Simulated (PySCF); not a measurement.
# A small calculation by hand: entropy of an ideal gas

Sn(H)(SH) (H2SSn), SMILES [SH][SnH] (connectivity only; charge and spin as stated), neutral, multiplicity 1.

Geometry optimised at B3LYP-D3(BJ)/def2-TZVP. The def2 effective core potentials stand for the cores of Sn; spin–orbit coupling is left out.

PySCF with B3LYP-D3(BJ)/def2-TZVP gives the harmonic wavenumbers 333, 483, 504, 739, 1701, 2666 cm⁻¹ and the rotational temperatures 4.9412, 0.1565, 0.1517 K. The molar mass is 152.79 g/mol, the symmetry number 1, the spin multiplicity 1.

### Question
Work out the entropy at 298.15 K and 1 atm in the rigid-rotor, harmonic-oscillator model.

### Answer

Translation (Sackur–Tetrode at 1 atm): S = R[1.5 ln M + 2.5 ln T − 1.16487] = 171.5 J/(mol K).
Rotation: q = (√π/σ) T^1.5/√(θA θB θC) = 26600, S = R[ln q + 3/2] = 97.2 J/(mol K).
Vibration: with u = 1.4388 ν/T, each mode gives R[u/(e^u − 1) − ln(1 − e^−u)]:
```tsv
ν (cm⁻¹)	modes	u	S (J/(mol K))
333	1	1.61	5.21
483	1	2.33	2.94
504	1	2.43	2.71
739	1	3.57	1.10
1701	1	8.21	0.02
```
The stiffer modes add less than 0.005 each. Sum 12.0 J/(mol K).
Spin: R ln 1 = 0.0 J/(mol K).
Total 280.6 J/(mol K); the program's own thermochemistry gives 280.6. Translation makes up 61 % and vibration 4 %. Anharmonicity, hindered rotation and orbital degeneracy are left out.
